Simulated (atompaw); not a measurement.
**What one change does to a pseudopotential (europium (Eu), PAW (atompaw))**

europium, PAW, made with atompaw 4.2.0.5 (PBE, scalar-relativistic). Core [Kr] 4d10, reference 4f7 5s2 5p6 5d0 6s2 6p0. Waves: 5s (bound): rc 2.00 bohr; 6s (bound): rc 2.65 bohr; 5p (bound): rc 2.45 bohr; 6p (bound, empty): rc 3.00 bohr; 5d (bound, empty): rc 3.00 bohr; 5d channel at 0.2 Ry: rc 3.00 bohr; 4f (bound): rc 1.20 bohr; 4f channel at 0.45 Ry: rc 1.20 bohr. Local part: vpsmatchnc scheme with l = 4 at 1 Ry, radius 2.00 bohr. Core correction: smooth core density matched at 1.90 bohr. Augmentation charge: sinc compensation charge, radius 2.15 bohr; PAW radius 3.00 bohr; waves and projectors: custom polynom vanderbiltortho.

Change: local potential troulliermartins scheme with l = 4 at 1 Ry, radius 2.00 bohr.

Cutoffs: the cutoffs (Ry, on a coarse ladder) from which the occupation-weighted sum of valence levels, in a spherical-Bessel basis at the reference potential, stays within 10 and 1 mRy of its value at 400 Ry; they do not see the model core or the augmentation charge, which bear on the density cutoff.

What does the change do?

The potential gets neither clearly harder nor softer (140 Ry and 230 Ry → 140 Ry and 230 Ry); the bound ghost in s disappears; the range in which the s phases agree narrows (upper end at the end of the scan → 2.1). A state that the projectors do not describe sees the local part alone, so a deeper or shallower local part can create or remove a ghost.

| quantity | base | changed |
| --- | --- | --- |
| cutoff, loose | 140 Ry | 140 Ry |
| cutoff, tight | 230 Ry | 230 Ry |
| bound ghosts | s | none |
| s: phases at 3.01 bohr within 0.05 rad from the reference energy up to (Ry; the scan ends near 5) | to the end of the scan | 2.1 |
| p: phases at 3.01 bohr within 0.05 rad from the reference energy up to (Ry; the scan ends near 5) | 0.6 | 0.7 |
| d: phases at 3.01 bohr within 0.05 rad from the reference energy up to (Ry; the scan ends near 5) | 2.5 | 2.6 |
| f: phases at 3.01 bohr within 0.05 rad from the reference energy up to (Ry; the scan ends near 5) | to the end of the scan | to the end of the scan |
| lowest overlap eigenvalue by channel | s 0.64, p 0.67, d 0.93, f 0.99 | s 0.62, p 0.67, d 0.93, f 0.99 |

 A true bound ghost makes a file unfit for plane-wave use even where its test errors are small: the radial tests pick states by their node count and pass the ghost by. The cutoffs see the waves, projectors and local potential, not the compensation charge or the core.
